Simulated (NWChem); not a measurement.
Species: C4H4F2; SMILES CC=C=C(F)F

All runs: NWChem. Structure relaxed at the PBE0/def2-SVP level. B3LYP is NWChem's, with the RPA form of VWN correlation. Level: B3LYP/def2-SVP with SMD (1 M gas to 1 M solution), gas-phase geometry.

For solvent water:

| Property | Value |
|---|---|
| solvation free energy (kcal/mol) | 2.1 |
| cavity-dispersion-structure term (kcal/mol) | 4.6 |
| dipole in solution (D) | 3.15 |

What are these values for solvent dichloromethane?


| Item | Result |
|---|---|
| solvation free energy (kcal/mol) | -2.7 |
| cavity-dispersion-structure term (kcal/mol) | -0.4 |
| dipole in solution (D) | 3.04 |
